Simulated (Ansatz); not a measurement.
Reaction (hydrogenolysis of a C–C bond): `CCC(C(C)C)C(C)C` + H₂ → `CCC(CC)C(C)C` + CH₄

Isolated molecules relaxed with PBE0-D4/def2-TZVP in Ansatz; ΔE leaves out vibrations. CCSD(T)/CBS adds triple-zeta CCSD(T) − MP2 to the extrapolated MP2 energy (def2 sets, frozen cores). This one scheme is used for every species. Functionals use def2-TZVPP. Each species was taken in one conformer, which may not be the lowest.

CCSD(T)/CBS gives -69.5 kJ/mol.

Question: Another level gave -70.9 kJ/mol. Which?
A. CCSD/def2-TZVPP
B. MP2/def2-TZVPP
C. PBE0/def2-TZVPP
D. SCS-MP2/def2-TZVPP

Answer: D. SCS-MP2/def2-TZVPP -70.9, CCSD/def2-TZVPP -75.1, PBE0 -81.7, MP2/def2-TZVPP -65.2 kJ/mol.

Largest T1 diagnostic among the species: 0.009.

In def2-TZVPP, CCSD(T) changes the Hartree–Fock value by +29.9 kJ/mol (the triples alone add +5.4 kJ/mol) and MP2 by +34.5 kJ/mol. The D4 term adds +14.0 kJ/mol with B3LYP and +8.2 kJ/mol with PBE0; it sums over pairs of atoms, weighted by their polarisabilities, and B3LYP, whose exchange is more repulsive, gets the larger term.

B3LYP here is the variant with VWN-RPA as its local correlation; programs differ in this.

CCSD(T)/CBS has its own doubt, a few kJ/mol and more with outer-core shells, so smaller differences from it don't rank the levels.
